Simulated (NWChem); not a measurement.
System: CClF2 cation

```xyz
4

F      0.0000    -1.0677    -1.0493
C      0.0000     0.0000    -0.3831
F      0.0000     1.0677    -1.0493
Cl     0.0000     0.0000     1.2462
```
Atoms are numbered in this order, from 1.

Program: NWChem. Pople sets run with spherical d functions. Medium grid unless said otherwise, to which SCAN and Minnesota functionals are sensitive. Coordinates come from a B3LYP/6-31G* (spherical d) optimisation. B3LYP is NWChem's, with the RPA form of VWN correlation.

### Question
Order these by “highest occupied level (eV)”, lowest first: PBE0/6-31G*; BP86/6-31G*; LC-BLYP (range parameter 0.33 per bohr)/6-31G*; M05-2X/6-31G*.

### Answer
LC-BLYP (range parameter 0.33 per bohr)/6-31G* (-19.98), M05-2X/6-31G* (-19.32), PBE0/6-31G* (-17.72), BP86/6-31G* (-16.17)
